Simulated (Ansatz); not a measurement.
`[F][Zn][N]([SiH3])[SiH3]` + NH₃ → `[NH2][Zn][N]([SiH3])[SiH3]` + H–F at 298.15 K and 1 bar (ligand exchange at a Zn–F bond).

Calculated with Ansatz (gas phase, PBE0-D4/def2-TZVP geometries, no zero-point term in ΔE). CCSD(T)/CBS is the MP2 limit (def2-TZVPP, def2-QZVPP) plus CCSD(T) − MP2 in def2-TZVPP, frozen cores. This one scheme is used for every species. For Zn outer-core shells are correlated without core-valence functions, which leaves a few kJ/mol of doubt a bond. Scalar relativity is left out up to krypton. Each species was taken in one conformer, which may not be the lowest.

| species | CCSD(T)/CBS energy (Eh) | H − E (kJ/mol) | S (J/(mol·K)) |
| --- | --- | --- | --- |
| `[F][Zn][N]([SiH3])[SiH3]` | -2514.72709 | 179.2 | 402.0 |
| NH₃ | -56.50880 | 100.5 | 192.4 |
| `[NH2][Zn][N]([SiH3])[SiH3]` | -2470.82045 | 242.2 | 425.9 |
| H–F | -100.39570 | 33.5 | 173.6 |

H − E and S are ideal-gas, rigid-rotor, harmonic terms from PBE0-D4/def2-TZVP, for one conformer and one mirror image of each species. 1 Eh = 2625.50 kJ/mol, R = 8.31446 J/(mol·K).

Task: By hand: ΔE, ΔH, ΔS and ΔG.

Result: ΔE = (-2470.82045) + (-100.39570) − (-2514.72709) − (-56.50880) = 0.01974 Eh = 51.8 kJ/mol. Δ(H − E) = 242.2 + 33.5 − 179.2 − 100.5 = -4.0, so ΔH = 47.8 kJ/mol. ΔS = 425.9 + 173.6 − 402.0 − 192.4 = 5.1 J/(mol·K). ΔG = 47.8 − 298.15 × (5.1)/1000 = 46.3 kJ/mol.

Task: By hand: the equilibrium constant, and the temperature at which ΔG would vanish if ΔH and ΔS stayed fixed.

Result: log₁₀ K = −ΔG/(RT ln 10) = -8.1. ΔG = 0 at ΔH/ΔS = 9373 K, far beyond where these terms or the molecules hold.

The number of gas molecules stays the same, so ΔS is small and ΔH decides. A doubt of 5 kJ/mol in ΔE shifts log₁₀ K by 0.9 here. Other conformers and mirror images would add mixing entropy, several J/(mol·K) or more a flexible species. Modes under 60 cm⁻¹, often nearly free rotors, make the harmonic entropy too high. These are equilibria of isolated gas molecules and say nothing of rates. Largest T1 diagnostic: 0.016 (customary marks: 0.02 for closed shells, 0.045 for open ones).
